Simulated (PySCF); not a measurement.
Part of a log for `[AlH2-]([CH3])[N+](C)(C)C`: ground state, then the species with a core hole.

Method: delta-SCF UKS SCAN, pcX-2 on the ionised atom, pcseg-1 elsewhere, spin-free X2C in PySCF. The program numbers atoms from 0. The cycles run on a coarse integration grid; for E(ground) and E(ion) the exchange–correlation energy is redone on a finer one, so they differ from the last cycle, and only they enter the binding energy.

Atom n of the output is atom n + 1 of `[CH3:1][AlH2-:2][N+:3]([CH3:4])([CH3:5])[CH3:6]`.

```
ground state, core basis on atom 0 (C), 189 functions
  cycle   1  E = -458.27213325  |g| = 5.72e-01
  cycle   2  E = -458.21140247  |g| = 7.40e-01
  cycle   3  E = -458.36286113  |g| = 7.74e-02
  cycle   4  E = -458.36441169  |g| = 2.75e-02
  cycle   5  E = -458.36459567  |g| = 9.56e-03
  cycle   6  E = -458.36461668  |g| = 3.49e-03
  cycle   7  E = -458.36461926  |g| = 1.85e-03
  cycle   8  E = -458.36461994  |g| = 2.76e-04
  E(ground) = -458.40771680 Eh
hole in C 1s of atom 0
  cycle   1  E = -447.17832115  |g| = 1.50e+00
  cycle   2  E = -446.68419458  |g| = 1.69e+00
  cycle   3  E = -447.71827038  |g| = 2.83e-01
  cycle   4  E = -447.74857593  |g| = 5.05e-02
  ...
  cycle   8  E = -447.74956657  |g| = 1.35e-03
  cycle   9  E = -447.74956764  |g| = 5.37e-04
  cycle  10  E = -447.74956904  |g| = 1.37e-04
  E(ion) = -447.79167162 Eh   <S^2> = 0.7672   hole on atom = 1.000
```

**Question.** What is the C 1s binding energy of atom 0?

**Answer.** (-447.791672 − (-458.407717)) Eh × 27.2114 eV/Eh = 288.88 eV, for the methyl carbon.

```
ground state, core basis on atom 3 (C), 189 functions
  cycle   1  E = -458.36437476  |g| = 5.64e-02
  cycle   2  E = -458.36434683  |g| = 1.63e-02
  cycle   3  E = -458.36430111  |g| = 2.14e-02
  cycle   4  E = -458.36440749  |g| = 2.17e-03
  cycle   5  E = -458.36440803  |g| = 3.16e-04
  E(ground) = -458.40712602 Eh
hole in C 1s of atom 3
  cycle   1  E = -447.07184957  |g| = 1.50e+00
  cycle   2  E = -443.91053024  |g| = 2.60e+00
  cycle   3  E = -447.29799241  |g| = 7.89e-01
  cycle   4  E = -447.56986386  |g| = 3.78e-01
  ...
  cycle   9  E = -447.63193500  |g| = 1.77e-03
  cycle  10  E = -447.63193900  |g| = 7.53e-04
  cycle  11  E = -447.63194072  |g| = 3.48e-04
  E(ion) = -447.67397368 Eh   <S^2> = 0.7714   hole on atom = 1.000
```

**Question.** What is the C 1s binding energy of atom 3?

**Answer.** (-447.673974 − (-458.407126)) Eh × 27.2114 eV/Eh = 292.06 eV, for the N-methyl carbon.

```
ground state, core basis on atom 2 (N), 189 functions
  cycle   1  E = -458.37612383  |g| = 7.32e-02
  cycle   2  E = -458.37614166  |g| = 1.35e-02
  cycle   3  E = -458.37612612  |g| = 1.55e-02
  cycle   4  E = -458.37619342  |g| = 3.69e-03
  cycle   5  E = -458.37619598  |g| = 6.94e-04
  cycle   6  E = -458.37619571  |g| = 9.09e-05
  E(ground) = -458.41762041 Eh
hole in N 1s of atom 2
  cycle   1  E = -442.72121603  |g| = 1.88e+00
  cycle   2  E = -440.87951092  |g| = 2.58e+00
  cycle   3  E = -443.26118608  |g| = 6.19e-01
  cycle   4  E = -443.40769010  |g| = 2.42e-01
  ...
  cycle   8  E = -443.44061853  |g| = 2.06e-03
  cycle   9  E = -443.44062221  |g| = 6.92e-04
  cycle  10  E = -443.44062342  |g| = 2.34e-04
  E(ion) = -443.48093571 Eh   <S^2> = 0.7673   hole on atom = 1.000
```

**Question.** What is the N 1s binding energy of atom 2?

**Answer.** (-443.480936 − (-458.417620)) Eh × 27.2114 eV/Eh = 406.45 eV, for the nitrogen bonded to Al and 3 C.

```
ground state, core basis on atom 1 (Al), 200 functions
  cycle   1  E = -458.43423917  |g| = 2.40e-01
  cycle   2  E = -458.43430574  |g| = 3.84e-02
  cycle   3  E = -458.43429013  |g| = 2.85e-02
  cycle   4  E = -458.43442487  |g| = 8.53e-03
  cycle   5  E = -458.43444308  |g| = 6.57e-04
  cycle   6  E = -458.43444163  |g| = 2.79e-04
  E(ground) = -458.44143282 Eh
hole in Al 1s of atom 1
  cycle   1  E = -399.90920536  |g| = 3.98e+00
  cycle   2  E = -400.25348634  |g| = 1.93e+00
  cycle   3  E = -400.78458914  |g| = 4.78e-01
  cycle   4  E = -400.89402598  |g| = 2.16e-01
  ...
  cycle   8  E = -400.92053173  |g| = 3.12e-03
  cycle   9  E = -400.92053589  |g| = 7.11e-04
  cycle  10  E = -400.92053667  |g| = 2.25e-04
  E(ion) = -400.93154407 Eh   <S^2> = 0.7521   hole on atom = 1.000
```

**Question.** What is the Al 1s binding energy of atom 1?

**Answer.** (-400.931544 − (-458.441433)) Eh × 27.2114 eV/Eh = 1564.92 eV, for the aluminium bonded to C, N and 2 H.

The ground state is recomputed for each atom, because the flexible core basis sits on the ionised atom alone; energies of different blocks can't be mixed. Isolated species at its PBE0-D3(BJ)/def2-SVP geometry, gas phase.

Shape of the structure used: `[CH3:1][AlH2-:2][N+:3]([CH3:4])([CH3:5])[CH3:6]`: C1–Al2–N3–C4 179°.
Labels such as C1 count atoms from 1, the log's own numbers from 0.
